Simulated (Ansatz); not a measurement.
`[CH3][Ti]([CH3])([F])[F]` + CH₄ → `[CH3][Ti]([CH3])([CH3])[F]` + H–F at 600 K and 1 bar (formal exchange of groups at a Ti–F bond).

Program: Ansatz. Geometries: PBE0-D4/def2-TZVP. ΔE: electronic, gas phase. CCSD(T)/CBS is the MP2 limit (def2-TZVPP, def2-QZVPP) plus CCSD(T) − MP2 in def2-TZVPP, frozen cores. This one scheme is used for every species. For Ti outer-core shells are correlated without core-valence functions, which leaves a few kJ/mol of doubt a bond. Scalar relativity is left out up to krypton.

```json
{"species": "`[CH3][Ti]([CH3])([F])[F]`", "CCSD(T)/CBS energy (Eh)": "-1128.35702", "H − E (kJ/mol)": "264.7", "S (J/(mol·K))": "482.9"}
{"species": "CH₄", "CCSD(T)/CBS energy (Eh)": "-40.46206", "H − E (kJ/mol)": "140.4", "S (J/(mol·K))": "215.7"}
{"species": "`[CH3][Ti]([CH3])([CH3])[F]`", "CCSD(T)/CBS energy (Eh)": "-1068.33930", "H − E (kJ/mol)": "360.7", "S (J/(mol·K))": "533.9"}
{"species": "H–F", "CCSD(T)/CBS energy (Eh)": "-100.39570", "H − E (kJ/mol)": "42.3", "S (J/(mol·K))": "194.0"}
```

H − E and S are ideal-gas, rigid-rotor, harmonic terms from PBE0-D4/def2-TZVP. 1 Eh = 2625.50 kJ/mol, R = 8.31446 J/(mol·K).

Task: By hand: ΔE, ΔH, ΔS and ΔG.

Result: ΔE = (-1068.33930) + (-100.39570) − (-1128.35702) − (-40.46206) = 0.08408 Eh = 220.8 kJ/mol. Δ(H − E) = 360.7 + 42.3 − 264.7 − 140.4 = -2.1, so ΔH = 218.7 kJ/mol. ΔS = 533.9 + 194.0 − 482.9 − 215.7 = 29.3 J/(mol·K). ΔG = 218.7 − 600 × (29.3)/1000 = 201.1 kJ/mol.

Task: By hand: the equilibrium constant, and the temperature at which ΔG would vanish if ΔH and ΔS stayed fixed.

Result: log₁₀ K = −ΔG/(RT ln 10) = -17.5. ΔG = 0 at ΔH/ΔS = 7464 K, far beyond where these terms or the molecules hold.

ΔH outweighs TΔS. A doubt of 5 kJ/mol in ΔE shifts log₁₀ K by 0.4 here. Modes under 60 cm⁻¹, often nearly free rotors, make the harmonic entropy too high. These are equilibria of isolated gas molecules and say nothing of rates. Largest T1 diagnostic: 0.021 (customary marks: 0.02 for closed shells, 0.045 for open ones).
